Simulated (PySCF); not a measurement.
An unknown shows these calculated signals:

¹H NMR (600 MHz, computed): δ 4.23 (d, 2H), 3.33 (s, 3H), 1.83 (t, 1H), 1.44 (br s, 2H).

¹³C{¹H} NMR (computed): δ 105.2 (CH), 84.8 (C).

[PySCF 2.14: σ from GIAO-PBE0/pcSseg-1; geometry: GFN2-xTB; no solvent model; one averaged value for each set of equivalent atoms; one conformer; no relativistic terms]

Chemical shifts δ = σref − σ; TMS for ¹H and ¹³C, all at this level.

**Question.** Which of these does the molecule contain: an amide, a C≡C triple bond, a Si–H bond, an S-methyl group, a three-membered ring, an OH group?

**Answer.** 
- An amide: no.
- A C≡C triple bond: yes (δC 105.2, 84.8; δH 1.83 (t)).
- A Si–H bond: yes (δH 4.23 (d)).
- An S-methyl group: no.
- A three-membered ring: no.
- An OH group: yes (δH 1.44 (br s)).

The data belong to SMILES C#C[SiH2][Si](O)(O)[SiH3], C$_{2}$H$_{8}$O$_{2}$Si$_{3}$; they needn't prove each group on their own.

Carbon signals by region: 1 in the sp2 and nitrile region (100–160 ppm), 1 at 50–100 ppm.

OH/NH shifts are gas-phase values; hydrogen bonding in solution moves them, usually downfield. Shifts are as computed. Against solution values, carbons near 30 ppm lie about +3 ppm off and those near 130 ppm about +5 ppm. Of 1211 compounds with measured shifts, 218 miss one by over three times the rms of a fit or turn the order of signals round; such compounds aren't used in these exercises. No couplings were computed; multiplicities are counted from neighbouring protons, with m where these are inequivalent, close in shift, in a saturated or five-membered ring or joined by F or P, and br s for small geminal =CH2 splittings.
